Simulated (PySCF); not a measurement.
Sn(Me)2, SMILES [CH3][Sn][CH3] (C₂H₆Sn), PBE0/def2-SVP optimised geometry. Atoms within 1.6 Å of the plane z = 0.0 Å (x, y, z in Å): Sn1 (-0.75, -0.79, 0.00), C2 (1.46, -0.79, 0.00), H3 (1.83, -0.23, 0.87), H4 (1.82, -0.27, -0.90), H5 (1.89, -1.81, 0.02), C6 (-0.85, 1.41, 0.00), H7 (-0.32, 1.81, -0.88), H8 (-0.34, 1.80, 0.89), H9 (-1.89, 1.79, -0.01).

Level of theory: PBE0/def2-TZVP, def2 effective core potentials past Kr run with PySCF 2.14.0. The core electrons that the potentials of Sn replace are not part of the density. Cells within 0.4 Å of a nucleus heavier than hydrogen are left out (blank, or x).

Map of the HOMO amplitude (bohr^(-3/2)) on the plane z = 0.0 Å; orbital energy -5.95 eV, overall sign arbitrary:

```
|555555555555555555555555555|
|555555555555555555555555555|
|555555555666665555555555555|
|555555556666666555555555555|
|555555566666666655555555555|
|555555566677766655555555555|
|555555566788766655555555555|
|555555556799766555555555555|
|555555554xxx655555555555555|
|5555555431xx345555555555555|
|555555543100234455555555555|
|555555544211234445566665555|
|555556555433333445566666555|
|555666666554333334567666655|
|556666777767543223687766655|
|5566678885xx74320xx98766655|
|5566678994xx65320xx88766655|
|566667899734664311467666655|
|556667899998865433456666555|
|556667789999875544455665555|
|556666778888766555555555555|
|555666677777766555555555555|
|555666666776666555555555555|
|555566666666665555555555555|
|555556666666665555555555555|
|555555556666555555555555555|
|555555555555555555555555555|
```
Scale: ten equal steps from -0.171 (start of '0') to 0.132 (end of '9'), in the order '0123456789'; x runs from -4.00 to 4.00, y from -4.00 (bottom) to 4.00 (top).
